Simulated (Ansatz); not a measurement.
Worked example: C3H8 + C3H7I → C2H5I + C4H10

Species: C3H8 (propane) `CCC`, singlet; C3H7I (1-iodopropane) `CCCI`, singlet; C2H5I (iodoethane) `CCI`, singlet; C4H10 (butane) `CCCC`, singlet. The partners trade CH3 for I; both sit on C, so the bond types are kept.

Shapes, held fixed at every level: PBE0-D4/def2-TZVP. Flexible molecules stand in one conformer, not always the lowest. Programs: Ansatz 0.2.0. Electronic energies: no zero-point or thermal term.

At CCSD(T)/def2-TZVPP; 1 Eh = 2625.50 kJ/mol:

| species | energy (Eh) |
| --- | --- |
| C3H8 | -118.915650 |
| C3H7I | -415.458076 |
| C2H5I | -376.217188 |
| C4H10 | -158.155948 |

Work out ΔE of the reaction at this level.


1. Products less reactants: (-376.217188) + (-158.155948) − [(-118.915650) + (-415.458076)] = 0.000590 Eh = +1.5 kJ/mol.

Other levels give +0.9 (CCSD/def2-TZVPP) to +2.7 kJ/mol (MP2/def2-TZVPP). No measured value is set beside it here. For atoms past krypton def2 sets carry core potentials with scalar relativity. Outer-core shells of I are correlated in most correlated rows, in sets that cover them unevenly. That is about zero within the method's error.
